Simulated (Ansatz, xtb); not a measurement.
## C4H9BrOSi: which of two isomers lies lower

We compare a, `Br[C@@H]1CCCO[SiH2]1`, a singlet, with b, `C[C@]1(Br)CO[SiH2]C1`, a singlet. Both are isolated molecules in the gas phase, relaxed with PBE0-D3(BJ)/def2-SVP, each in the lowest conformer that the search found.

Energies in hartree; the thermal terms are from GFN2-xTB frequencies at re-optimised GFN2-xTB minima (ideal gas, soft modes damped towards free rotors, one conformer each, 298.15 K, 1 atm) and include the zero-point energy:

```
                               a            b
E, CCSD(T)/def2-SVP  −3093.549259  −3093.550471
    E, MP2/def2-SVP  −3093.452771  −3093.455164
  E, MP2/def2-TZVPP  −3094.383622  −3094.385570
  zero-point energy      0.122365      0.121011
       H(298 K) − E      0.131440      0.130364
       G(298 K) − E      0.088569      0.087381
```

**Question.** Correct the CCSD(T) difference for the basis set by the MP2 change, then work out ΔE, ΔE₀, ΔH and ΔG for a → b in kcal/mol (1 Eh = 627.51 kcal/mol) and the equilibrium ratio [b]/[a].

**Answer.** 1. Differences b − a: CCSD(T) −0.001212, MP2 in the small set −0.002393, MP2 in the large set −0.001948 Eh.
2. ΔE = −0.001212 + (−0.001948 − (−0.002393)) = −0.000767 Eh = −0.48 kcal/mol.
3. ΔE₀ = ΔE + ΔZPE = −0.000767 + (−0.001354) Eh = −1.33 kcal/mol.
4. ΔH = ΔE + (−0.001076) Eh = −1.16 kcal/mol.
5. ΔG = ΔE + (−0.001188) Eh = −1.23 kcal/mol, so ΔS = (ΔH − ΔG)/T = +1.0 J/(mol K).
6. kT = 0.9442 mEh, so K = [b]/[a] = exp(−ΔG/kT) = exp(+2.07) ≈ 7.9.

The sums favour b, but ΔE leans on the basis-set step (CCSD(T) alone has the other sign or is under 1 kcal/mol), so the order isn't settled. An error of 1 kcal/mol in ΔG would change K by a factor of 5.4. Mirror images and further conformers aren't counted.

As drawn, both hold the same kinds of bond in the same numbers. Structure a has 0 methyl groups, b 1. Structure a has a 6-membered ring, b a 5-membered ring.

Other levels gave ΔE = −0.4 (GFN2-xTB); +2.3 (HF/STO-3G, GFN2-xTB geometries); −0.4 (r2SCAN-D4/def2-SVP, GFN2-xTB geometries); +0.3 (PBE0-D3(BJ)/def2-SVP); +2.4 (HF/def2-SVP); −1.5 (MP2/def2-SVP); −0.8 (CCSD(T)/def2-SVP) kcal/mol. The correlated steps freeze 19 core orbitals; the filled d shell of Br is correlated, in a basis made for valence electrons. Programs: Ansatz 0.2.0, xtb 6.7.1.
